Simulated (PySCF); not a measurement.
Isomers of C2H9ClSi3, one GFN2-xTB conformer each. Single-point energies are computed at PBE0/pcSseg-1 (PySCF, gas phase, no added dispersion term), electronic only.

```tsv
SMILES	GFN2-xTB relative energy (kJ/mol)
C=C[SiH2][Si@@H]([SiH3])Cl	0.0
Cl[C@H]1[SiH2]C[SiH2][SiH2]1	36.9
Cl[C@@H]1C[SiH2][SiH2][SiH2]1	32.5
```

Conformers: `[CH2:1]=[CH:2][SiH2:3][Si@@H:4]([SiH3:5])[Cl:6]` with C1–C2–Si3–Si4 9°, C2–Si3–Si4–Si5 58°; `[Cl:1][C@H:2]1[SiH2:3][CH2:4][SiH2:5][SiH2:6]1` with Cl1–C2–Si3–C4 76°, C2–Si3–C4–Si5 35°, Si3–C4–Si5–Si6 -18°, C4–Si5–Si6–C2 -5°; `[Cl:1][C@@H:2]1[CH2:3][SiH2:4][SiH2:5][SiH2:6]1` with Cl1–C2–C3–Si4 -61°, C2–C3–Si4–Si5 -35°, C3–Si4–Si5–Si6 7°, Si4–Si5–Si6–C2 15°.

What does PBE0/pcSseg-1 give for the same structures?

| SMILES | PBE0/pcSseg-1 E (Eh) | PBE0/pcSseg-1 (kJ/mol) | GFN2-xTB (kJ/mol) | point group |
| --- | --- | --- | --- | --- |
| C=C[SiH2][Si@@H]([SiH3])Cl | -1409.63768 | 0.0 | 0.0 | C1 |
| Cl[C@H]1[SiH2]C[SiH2][SiH2]1 | -1409.63704 | 1.7 | 36.9 | C1 |
| Cl[C@@H]1C[SiH2][SiH2][SiH2]1 | -1409.62783 | 25.9 | 32.5 | C1 |

Both levels put the same isomer lowest; measured from each level's own lowest isomer, the values differ by up to 35.2 kJ/mol (Cl[C@H]1[SiH2]C[SiH2][SiH2]1: 36.9 against 1.7). As drawn, the lowest has a C=C bond outside aromatic rings, which the highest lacks. Neighbours under 10 kJ/mol apart (C=C[SiH2][Si@@H]([SiH3])Cl and Cl[C@H]1[SiH2]C[SiH2][SiH2]1) can change places with a better method, another conformer or zero-point energy.

Which frontier levels, dipoles and rotational constants go with these structures?

```
                       SMILES  HOMO (eV, PBE0/pcSseg-1)  LUMO (eV)  dipole (D)       A, B, C (MHz)
   C=C[SiH2][Si@@H]([SiH3])Cl                     -8.04      -1.08        2.23  1746, 951.2, 666.6
 Cl[C@H]1[SiH2]C[SiH2][SiH2]1                     -7.74      -0.53        1.54    1831, 1308, 1006
Cl[C@@H]1C[SiH2][SiH2][SiH2]1                     -7.77      -0.71        1.71    1751, 1403, 1053
```

As an exercise, what shares would exp(−E/RT) give at 2000 K from these electronic energies alone (no entropy, no degeneracies)?

RT = 16.629 kJ/mol: C=C[SiH2][Si@@H]([SiH3])Cl 47.3 %, Cl[C@H]1[SiH2]C[SiH2][SiH2]1 42.7 %, Cl[C@@H]1C[SiH2][SiH2][SiH2]1 10.0 %.
